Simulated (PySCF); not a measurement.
triflic acid (CHF3O3S), singlet, at a GFN2-xTB geometry. Base run: B3LYP/STO-3G in PySCF.

The PySCF input:
```python
from pyscf import gto, scf, dft

mol = gto.M(
    atom='''
O     1.41469782   -0.49779905   -1.06169565
S     0.80886675    0.30104012    0.16311669
O     1.27034678   -0.28302073    1.37173556
O     0.90598970    1.68891681   -0.07270317
C    -0.97345522   -0.20872619   -0.06496558
F    -1.73274043    0.25154402    0.91428660
F    -1.43423367    0.23041401   -1.22337302
F    -1.01685156   -1.53813106   -0.06070275
H     1.82502020   -1.32350365   -0.79066498
''',
    basis='sto-3g',
    verbose=4,
)

mf = dft.RKS(mol)
mf.xc = 'b3lyp'
mf.kernel()
mf.analyze()
```

The base run was repeated with changes; each row names its change, and settings that it needs were set with it.

```json
[
 {"change": "base", "ΔE vs base (mEh)": "0.000", "SCF cycles": "11", "outcome": "converged"},
 {"change": "conv_tol = 1e-12", "ΔE vs base (mEh)": "0.000", "SCF cycles": "13", "outcome": "converged"},
 {"change": "level_shift = 0.1 (with mf.max_cycle = 100)", "ΔE vs base (mEh)": "0.000", "SCF cycles": "11", "outcome": "converged"},
 {"change": "conv_tol = 1e-7", "ΔE vs base (mEh)": "0.000", "SCF cycles": "10", "outcome": "converged"},
 {"change": "conv_tol = 1e-4", "ΔE vs base (mEh)": "0.000", "SCF cycles": "8", "outcome": "converged"},
 {"change": "damp = 0.5; diis_start_cycle = 5", "ΔE vs base (mEh)": "0.000", "SCF cycles": "12", "outcome": "converged"},
 {"change": "init_guess = huckel", "ΔE vs base (mEh)": "0.000", "SCF cycles": "16", "outcome": "converged"},
 {"change": "diis_space = 4", "ΔE vs base (mEh)": "0.000", "SCF cycles": "14", "outcome": "converged"},
 {"change": "conv_tol = 1e-6", "ΔE vs base (mEh)": "0.000", "SCF cycles": "9", "outcome": "converged"},
 {"change": "diis = off; damp = 0.6 (with mf.diis_start_cycle = 200; with mf.max_cycle = 150)", "ΔE vs base (mEh)": "0.000", "SCF cycles": "18", "outcome": "converged"},
 {"change": "init_guess = atom", "ΔE vs base (mEh)": "0.000", "SCF cycles": "11", "outcome": "converged"},
 {"change": "diis_space = 20", "ΔE vs base (mEh)": "0.000", "SCF cycles": "11", "outcome": "converged"},
 {"change": "diis = off; damp = 0.3 (with mf.diis_start_cycle = 200; with mf.max_cycle = 150)", "ΔE vs base (mEh)": "-", "SCF cycles": "150", "outcome": "not converged"}
]
```
